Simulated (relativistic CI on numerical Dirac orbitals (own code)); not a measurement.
# Ni²⁺: 2p photoemission

Computed with this model: Dirac-Coulomb-Breit CI, separate exchange-only KLI orbitals for each configuration, QED by a radiative potential, valence Slater integrals scaled by 0.9, multiplet model of photoemission in the sudden approximation; configurations [Ar] 3d8 → [He] 2s2 2p5 3s2 3p6 3d8; 300 K; Lorentzian 0.5 eV and Gaussian 0.6 eV FWHM. Energies are those of the free ion, without screening or charge transfer. The energies are binding energies and can lie tens of eV above those of solids. S is read from ⟨S²⟩ = S(S + 1).

Field parameters in Wybourne normalisation: Td as Oh with Dq negative (B⁴₀ = 21Dq, B⁴₄ = √(5/14) B⁴₀). The field is a parameter set, without covalency.

Computed curve for Td, 10Dq = -6550 cm⁻¹, scaled to 100 at the maximum (points under 2 are left out and the grid is thinned):

| Energy (eV) | Intensity |
| --- | --- |
| 885.3 | 2.0 |
| 885.7 | 2.7 |
| 886.2 | 4.2 |
| 886.6 | 6.8 |
| 887.1 | 17.7 |
| 887.5 | 52.1 |
| 888.0 | 100.0 |
| 888.4 | 62.1 |
| 888.9 | 45.4 |
| 889.3 | 55.2 |
| 889.8 | 42.3 |
| 890.2 | 55.2 |
| 890.7 | 55.5 |
| 891.1 | 33.0 |
| 891.5 | 17.4 |
| 892.0 | 10.2 |
| 892.4 | 10.5 |
| 892.9 | 22.9 |
| 893.3 | 34.9 |
| 893.8 | 26.0 |
| 894.2 | 12.7 |
| 894.7 | 6.3 |
| 895.1 | 5.5 |
| 895.6 | 3.5 |
| 896.0 | 2.0 |
| 905.6 | 3.1 |
| 906.0 | 5.4 |
| 906.4 | 10.6 |
| 906.9 | 28.6 |
| 907.3 | 44.0 |
| 907.8 | 88.0 |
| 908.2 | 86.4 |
| 908.7 | 29.6 |
| 909.1 | 11.3 |
| 909.6 | 5.4 |
| 910.0 | 4.3 |
| 910.5 | 4.6 |
| 910.9 | 5.7 |
| 911.4 | 4.2 |
| 911.8 | 2.2 |

The ground state has S = 1.00, and the centroid lies at 895.87 eV.
